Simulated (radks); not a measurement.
The thallium ion Tl2+, configuration [Xe] 4f14 5d10 6s1. Method: scalar-relativistic Kohn-Sham, PBE, spin-unpolarised, spherical densities, finite nucleus; Fermi nuclear charge, rms radius 5.4759 fm; computed with a radial shooting solver on a logarithmic mesh with Libxc functionals.

Normalised radial functions P(r) = r R(r), r in bohr:

r	4d	5s	5d
0.001304	0.0001	0.1094	0.0000
0.002041	0.0002	0.1460	0.0001
0.00317	0.0006	0.1855	0.0002
0.004961	0.0021	0.2191	0.0007
0.007765	0.0070	0.2237	0.0023
0.01215	0.0223	0.1626	0.0075
0.01902	0.0675	0.0008	0.0226
0.02954	0.1831	-0.2285	0.0613
0.04623	0.4366	-0.3483	0.1456
0.07236	0.8153	-0.0697	0.2691
0.1133	0.9801	0.4424	0.3118
0.1759	0.2910	0.2438	0.0572
0.2752	-1.1336	-0.6414	-0.3971
0.4308	-1.6610	-0.2071	-0.3290
0.6743	-0.8474	1.1277	0.4407
1.047	-0.1618	1.0297	0.9492
1.639	-0.0082	0.2695	0.7228
2.565	-0.0001	0.0190	0.2754
4.015	0.0000	0.0002	0.0461
6.233	0.0000	0.0000	0.0023

4d: eigenvalue -392.94 eV, 1 radial node at r = 0.194 bohr, <r> = 0.440 bohr, 90 % of the charge inside 0.655 bohr. 5s: eigenvalue -148.79 eV, 4 radial nodes at r = 0.0191, 0.0768, 0.199, 0.460 bohr, <r> = 0.877 bohr, 90 % of the charge inside 1.25 bohr. 5d: eigenvalue -33.162 eV, 2 radial nodes at r = 0.186, 0.535 bohr, <r> = 1.36 bohr, 90 % of the charge inside 2.07 bohr.
